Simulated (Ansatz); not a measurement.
Frontier orbitals of C$_{2}$H$_{9}$GaO, SMILES `[CH3][GaH-]([CH3])[OH2+]`.

Total charge 0; spin multiplicity 1. Correlated methods include outer-core shells of Ga, which these sets cover unevenly. Scalar relativity is left out up to krypton. Geometry: relaxed with PBE0-D4/def2-TZVP. It is one conformer, not always the lowest. Basis def2-TZVPP, Ansatz 0.2.0.

Orbital energies of one run (eV). Highest occupied ones, from the top: -6.13, -6.35, -8.66, -9.19, -9.24, -9.53, -9.57, -10.34, -12.01, -15.29, -16.73, -17.11, -19.01, -19.04. Empty: -0.48, 0.77, 1.68, 1.92, 2.26, 2.75.

Q: Which functional gave them?
A. ωB97X-V
B. r2SCAN
C. CAM-B3LYP
D. HSE06 (plane-wave form)

A: B. HOMO energies: r2SCAN -6.13, ωB97X-V -9.47, CAM-B3LYP -8.46, HSE06 -6.71 eV.
